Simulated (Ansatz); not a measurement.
`[Ag][S]CCCCc1ccc(/N=N/c2ccccc2)cc1`. The state is a singlet with charge 0. Geometry r2SCAN-D4/def2-SVP; atoms count from 1.

```xyz
37

Ag    2.9801    4.0089   -4.2715
S     2.9419    4.9616   -2.1498
C     1.1469    5.0465   -1.7983
C     0.3714    3.7616   -2.0569
C    -1.0931    3.8518   -1.6354
C    -1.9137    2.6030   -1.9999
C    -1.4205    1.3482   -1.3289
C    -0.6562    0.3983   -2.0240
C    -0.1773   -0.7424   -1.3814
C    -0.4523   -0.9579   -0.0216
N     0.0692   -2.1414    0.5308
N    -0.1984   -2.3243    1.7485
C     0.3218   -3.5114    2.3006
C     0.0435   -3.7203    3.6620
C     0.5109   -4.8661    4.3064
C     1.2600   -5.8081    3.5943
C     1.5390   -5.6014    2.2344
C     1.0766   -4.4617    1.5840
C    -1.2170   -0.0105    0.6896
C    -1.6875    1.1215    0.0376
H     1.0943    5.3016   -0.7240
H     0.6940    5.8900   -2.3468
H     0.8708    2.9248   -1.5387
H     0.4317    3.5274   -3.1414
H    -1.5639    4.7325   -2.1088
H    -1.1514    4.0208   -0.5443
H    -2.9671    2.7762   -1.7193
H    -1.8952    2.4656   -3.0950
H    -0.4375    0.5586   -3.0848
H     0.4168   -1.4932   -1.9092
H    -0.5462   -2.9629    4.1852
H     0.2913   -5.0263    5.3658
H     1.6278   -6.7079    4.0959
H     2.1241   -6.3432    1.6821
H     1.2786   -4.2771    0.5270
H    -1.4272   -0.1966    1.7448
H    -2.2864    1.8537    0.5908
```

In the def2 sets Ag takes a core potential; there is no spin–orbit coupling. Single mean-field runs in def2-TZVP are fitted with def2-universal-jkfit. The restricted singlet is unstable towards broken spin symmetry in Hartree–Fock (as tested in another run); at PBE0-D4/def2-TZVP this wasn't settled.

Q: Estimate the Mulliken populations of the heavy atoms from the PBE0/def2-TZVP orbitals of Ansatz.

A: 
| atom | charge (e) | d electrons |
| --- | --- | --- |
| Ag1 | 0.27 | 9.90 |
| S2 | -0.36 | – |
| C3 | -0.14 | – |
| C4 | -0.24 | – |
| C5 | -0.19 | – |
| C6 | -0.21 | – |
| C7 | 0.20 | – |
| C8 | -0.17 | – |
| C9 | -0.20 | – |
| C10 | 0.13 | – |
| N11 | -0.05 | – |
| N12 | -0.05 | – |
| C13 | 0.13 | – |
| C14 | -0.21 | – |
| C15 | -0.10 | – |
| C16 | -0.11 | – |
| C17 | -0.10 | – |
| C18 | -0.19 | – |
| C19 | -0.18 | – |
| C20 | -0.20 | – |
Mulliken values depend strongly on the basis.

Q: And the Mayer bond orders between heavy atoms (over 0.3)?

A: Ag1–S2 1.11 (2.33 Å); S2–C3 1.04 (1.83 Å); C3–C4 0.98 (1.52 Å); C4–C5 1.02 (1.53 Å); C5–C6 1.00 (1.54 Å); C6–C7 0.90 (1.51 Å); C7–C8 1.37 (1.40 Å); C7–C20 1.32 (1.41 Å); C8–C9 1.41 (1.39 Å); C9–C10 1.41 (1.40 Å); C10–N11 1.18 (1.41 Å); C10–C19 1.34 (1.41 Å); N11–N12 1.50 (1.26 Å); N12–C13 1.18 (1.41 Å); C13–C14 1.42 (1.41 Å); C13–C18 1.36 (1.41 Å); C14–C15 1.42 (1.40 Å); C15–C16 1.42 (1.40 Å); C16–C17 1.39 (1.40 Å); C17–C18 1.43 (1.39 Å); C19–C20 1.44 (1.39 Å).
